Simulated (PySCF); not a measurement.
**ZnBr: energy against distance**

Set-up: basis Zn pcseg-1, Br pcseg-1; no relativity; PySCF 2.14. Energies in eV from Zn + Br in their ground configurations at the same level. State: ²Σ⁺ (doublet), unpaired electrons σ ↑.

All columns are HSE06. A positive dipole means Zn(−)Br(+).

```tsv
R (Å)	E (eV)	μ (D)	Mulliken charge on Zn (basis-dependent)	HOMO (eV)	LUMO (eV)	Mayer bond order	⟨S²⟩
2.000	-1.070	-2.05	0.27	-5.45	-3.13	1.12	0.75
2.092	-1.537	-2.46	0.32	-5.61	-3.34	1.04	0.75
2.186	-1.783	-2.87	0.36	-5.76	-3.55	0.96	0.75
2.255	-1.865	-3.18	0.39	-5.87	-3.70	0.91	0.75
2.325	-1.885	-3.48	0.41	-5.98	-3.85	0.87	0.75
2.395	-1.859	-3.76	0.43	-6.08	-4.00	0.83	0.75
2.488	-1.775	-4.11	0.45	-6.21	-4.19	0.78	0.75
2.604	-1.622	-4.47	0.45	-6.36	-4.41	0.73	0.75
2.744	-1.408	-4.77	0.45	-6.52	-4.63	0.68	0.76
2.929	-1.124	-4.95	0.42	-6.73	-4.89	0.62	0.76
```

A fit through these points gives, at Re = 2.317 Å, μ = -3.44 D and dμ/dR = -4.21 D/Å; the reduced mass is 35.32 u.

Q: How strong is the fundamental in the double-harmonic approximation, I = 42.26·(dμ/dR)²/μred km/mol?

A: I = 42.26·(-4.21)²/35.32 = 21.2 km/mol at HSE06.

Spin–orbit coupling is left out. The state is the lowest determinant that a PBE0 search found; another state may lie lower at other levels.
